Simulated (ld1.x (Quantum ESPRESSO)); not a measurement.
**An all-electron radial function and its pseudo partner (Xe)**

Columns: radius, all-electron u(r) and pseudo u(r) of the 5s shell (level -24.33 eV) of xenon in the configuration [Kr] 4d10 5s2 5p5.5; PBEsol, scalar-relativistic, ultrasoft scheme, ld1.x (Quantum ESPRESSO) 7.5.

```json
{"r (bohr)": "0.093", "all-electron": "-0.1736", "pseudo": "0.0817"}
{"r (bohr)": "0.185", "all-electron": "0.2371", "pseudo": "0.1619"}
{"r (bohr)": "0.278", "all-electron": "0.2287", "pseudo": "0.2416"}
{"r (bohr)": "0.370", "all-electron": "-0.0747", "pseudo": "0.3185"}
{"r (bohr)": "0.463", "all-electron": "-0.3432", "pseudo": "0.3935"}
{"r (bohr)": "0.555", "all-electron": "-0.4464", "pseudo": "0.4646"}
{"r (bohr)": "0.648", "all-electron": "-0.3950", "pseudo": "0.5324"}
{"r (bohr)": "0.740", "all-electron": "-0.2438", "pseudo": "0.5951"}
{"r (bohr)": "0.833", "all-electron": "-0.0437", "pseudo": "0.6532"}
{"r (bohr)": "0.925", "all-electron": "0.1618", "pseudo": "0.7050"}
{"r (bohr)": "1.018", "all-electron": "0.3528", "pseudo": "0.7511"}
{"r (bohr)": "1.110", "all-electron": "0.5132", "pseudo": "0.7900"}
{"r (bohr)": "1.203", "all-electron": "0.6420", "pseudo": "0.8220"}
{"r (bohr)": "1.295", "all-electron": "0.7367", "pseudo": "0.8462"}
{"r (bohr)": "1.388", "all-electron": "0.8024", "pseudo": "0.8626"}
{"r (bohr)": "1.480", "all-electron": "0.8415", "pseudo": "0.8707"}
{"r (bohr)": "1.573", "all-electron": "0.8592", "pseudo": "0.8706"}
{"r (bohr)": "1.665", "all-electron": "0.8591", "pseudo": "0.8622"}
{"r (bohr)": "1.758", "all-electron": "0.8450", "pseudo": "0.8453"}
{"r (bohr)": "1.850", "all-electron": "0.8204", "pseudo": "0.8204"}
{"r (bohr)": "1.943", "all-electron": "0.7878", "pseudo": "0.7878"}
{"r (bohr)": "2.035", "all-electron": "0.7501", "pseudo": "0.7501"}
{"r (bohr)": "2.128", "all-electron": "0.7085", "pseudo": "0.7085"}
{"r (bohr)": "2.220", "all-electron": "0.6653", "pseudo": "0.6653"}
{"r (bohr)": "2.313", "all-electron": "0.6209", "pseudo": "0.6209"}
{"r (bohr)": "2.405", "all-electron": "0.5772", "pseudo": "0.5772"}
```

Problem. How many radial nodes do the two functions have?

Solution. The all-electron 5s function has n − l − 1 = 4 (the table is too coarse to show those close to the nucleus); the pseudo-wave has 0, since the states of the same l below it are removed with the core.

Problem. At about which radius was the pseudo-wave matched?

Solution. 1.85 bohr, where the columns begin to agree (steps of 0.09 bohr).

Problem. Is the pseudo-wave norm-conserving?

Solution. No, it belongs to an ultrasoft set: the norm inside the radius is not constrained, and the difference is carried by the augmentation charge.
